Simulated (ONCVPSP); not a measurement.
**I, ONCV: configuration errors across variants**

ONCVPSP 4.0.1 input, shortened (lines: element, Z, core and valence counts, functional; n l f; lmax; l rc ep ncon nbas qcut; lloc lpopt rc5 dvloc0; l nproj debl; icmod fcfact rcfact), PBEsol, scalar-relativistic:

```
  I 53.00    8    3  -116133      upf
    1    0    2.00
    2    0    2.00
    2    1    6.00
    3    0    2.00
    3    1    6.00
    3    2   10.00
    4    0    2.00
    4    1    6.00
    4    2   10.00
    5    0    1.75
    5    1    5.25
    2
    0    1.75    0.00    5   10    3.60
    1    2.00    0.00    5    8    5.00
    2    1.05    0.00    3    7   13.90
    4    5    1.00    4.00
    0    2    2.20
    1    3    1.30
    2    2    2.00
    0    0.00    0.00
```

All-electron excitation energies from the reference (eV): (1) 4d10 5s2 5p5 -2.594; (2) 4d10 5s2 5p4 8.557; (3) 4d10 5s2 5p3 28.441; (4) 4d9 5s2 5p6 43.193.

1 further variants failed, have other tests or too few solved ones, and are left out.

A true bound ghost makes a file unfit for plane-wave use even where its test errors are small: the radial tests pick states by their node count and pass the ghost by.

Errors AE − PS in meV (a dash: test not solved or not reliable):

```tsv
change	(1)	(2)	(3)	(4)	bound ghosts	GHOST(+) flags above zero
base	0.0	-3.9	-10	-389	s, p	p
p: rc 1.7	+0.2	-3.2	-10.0	-389	s, p	p
p: rc 1.86	+0.1	-3.6	-10	-427	s, p	none
p: rc 2.14	0.0	-4.0	-9.7	-405	s, p	p
p: rc 2.42	0.0	-3.8	-9.2	-392	s	p
p: rc 2.64	+0.1	-4.0	-11	-370	s	p
```

(1) Give the same row for: p: rc 2.84.

Answers

(1) +0.2, -4.4, -14, -343; bound ghosts: s; GHOST(+) flags above zero: p.
